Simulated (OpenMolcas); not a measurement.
Computed levels of 3d³ in ions with 21 electrons, in cm-1 above ⁴F_3/2.

```yaml
Program: OpenMolcas 26.06
Method: MS-CASPT2, IPEA 0.25 Eh, imaginary shift 0.1 Eh
Basis: ANO-RCC-VQZP
Scalar_Hamiltonian: DKH2, point nucleus
Spin-orbit_coupling: RASSI with atomic mean-field integrals over the reference wave functions, term energies averaged over their components
```

Active space for each ion: 3 electrons in 5 orbitals (3d); closed shells correlated by CASPT2: 3s 3p.

```tsv
Level	Mn4+	Co6+	Ni7+
⁴F_5/2	363	729	950
⁴F_7/2	854	1700	2210
⁴F_9/2	1460	2870	3710
⁴P_1/2	17050	21880	24200
⁴P_3/2	17190	22090	24440
⁴P_5/2	17630	23030	25700
²G_7/2	17830	23560	26320
²G_9/2	18340	24510	27520
²P_3/2	23270	30150	33390
```

Problem. Estimate ⁴F_9/2, ⁴P_1/2, ⁴P_3/2 for Fe5+ from its neighbours Mn4+ and Co6+.

Solution. ⁴F_9/2 is fine structure, which grows about as the fourth power of a screened charge, so the fourth roots are averaged: ((1460^0.25 + 2870^0.25) / 2)^4 = 2076. The calculation gives 2070, so the estimate is off by +0.3 %; the measured value is 2001 (Corliss and Sugar, J. Phys. Chem. Ref. Data 11, 135 (1982)).
⁴P_1/2 is another term, which grows about linearly with the charge: (17050 + 21880) / 2 = 19465. The calculation gives 19620, so the estimate is off by -0.8 %; the measured value is 18738 (Corliss and Sugar, J. Phys. Chem. Ref. Data 11, 135 (1982)).
⁴P_3/2 is another term, which grows about linearly with the charge: (17190 + 22090) / 2 = 19640. The calculation gives 19800, so the estimate is off by -0.8 %; the measured value is 18942 (Corliss and Sugar, J. Phys. Chem. Ref. Data 11, 135 (1982)).

Mixed levels, with the weight of the term that names them: Mn4+ ²P_3/2 (65 %), Fe5+ ²P_3/2 (60 %), Co6+ ²P_3/2 (54 %), Ni7+ ²P_3/2 (51 %).

Term energies are means over components that CASPT2 splits; among the terms shown or strongly mixed into the levels shown the widest spread is 1000 cm-1 (3d³ ⁴F, Mn4+). Measured partners are found by configuration, term and J. A level has none where our copy of the source lacks it or the pairing is in doubt (some pairs that miss far off the trend of their configuration count as doubtful), and it then counts in no deviation. Levels of configurations outside the active space are missing.
